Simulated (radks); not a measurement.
Charge is removed step by step from the 5p down level of Tb3+, starting from [Kr] 4d10 4f8 5s2 5p(up 3, down 3). All-electron calculation, scalar-relativistic Kohn-Sham, SCAN, spin-polarised, spherical densities, finite nucleus; open shells are filled with parallel spins first (spin-orbit coupling, left out, can overturn this in heavy ions); meta-GGA in the generalised Kohn-Sham scheme; Fermi nuclear charge, rms radius 5.06 fm. Program: a radial shooting solver on a logarithmic mesh with Libxc functionals.

| removed (e) | E - E(0) (eV) | eigenvalue (eV) | E minus straight line (eV) |
|---|---|---|---|
| 0 | 0.000 | -52.374 | 0.000 |
| 0.1 | 5.304 | -53.668 | -0.581 |
| 0.2 | 10.726 | -54.965 | -1.044 |
| 0.3 | 16.287 | -56.266 | -1.369 |
| 0.4 | 21.977 | -57.570 | -1.563 |
| 0.5 | 27.796 | -58.876 | -1.629 |
| 0.6 | 33.745 | -60.185 | -1.566 |
| 0.7 | 39.825 | -61.495 | -1.371 |
| 0.8 | 46.036 | -62.806 | -1.045 |
| 0.9 | 52.378 | -64.118 | -0.588 |
| 1 | 58.851 | -65.430 | 0.000 |

Removing the whole electron costs 58.851 eV by Delta-SCF, against 52.374 eV from minus the eigenvalue at the starting occupation. Slater's transition state (half an electron removed) gives 58.876 eV. Integrating minus the eigenvalue over the occupation (Janak's theorem) gives 58.885 eV. In this scalar-relativistic scheme the density is built from large components alone, so the theorem holds only approximately. The mean slope of the eigenvalue, de/dn, is 13.1 eV per electron.
